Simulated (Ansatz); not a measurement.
Stepwise reaction of `[F][Y]([Cl])[Cl]` with hydrogen fluoride, as a gas-phase model of exchange steps in deposition or etching. ΔE in kJ/mol; ΔG adds harmonic PBE0-D4 terms to CCSD(T)/CBS, at 1 bar.

Calculated with Ansatz (gas phase, PBE0-D4/def2-TZVP geometries, no zero-point term in ΔE). CCSD(T)/CBS adds triple-zeta CCSD(T) − MP2 to the extrapolated MP2 energy (def2 sets, frozen cores). This one scheme is used for every species. Functionals use def2-TZVPP. B3LYP here is the variant with VWN-RPA as its local correlation; programs differ in this. def2 core potentials past Kr. For Y outer-core shells are correlated without core-valence functions, which leaves a few kJ/mol of doubt a bond.

```
step                                            reaction  PBE-D4  B3LYP-D4  ωB97M-V  CCSD(T)/CBS  ΔG(400 K)
   1  `[F][Y]([Cl])[Cl]` + H–F → `[F][Y]([F])[Cl]` + HCl    -7.9      -6.0     -3.3          3.0       -3.6
   2    `[F][Y]([F])[Cl]` + H–F → `[F][Y]([F])[F]` + HCl    -4.0      -2.1      0.7          6.2        2.3
```

By hand: ΔE of the 2 steps together at CCSD(T)/CBS.

(3.0) + (6.2) = 9.2 kJ/mol, or 4.6 kJ/mol a step.

In ΔE the steps differ by no more than 3.2 kJ/mol. ΔG lies between -3.6 and 2.3 kJ/mol a step. PBE-D4 differs from CCSD(T)/CBS by -10.9 to -10.2 kJ/mol a step. Isolated molecules leave out the surface, adducts and barriers. Largest T1 diagnostic: 0.015.
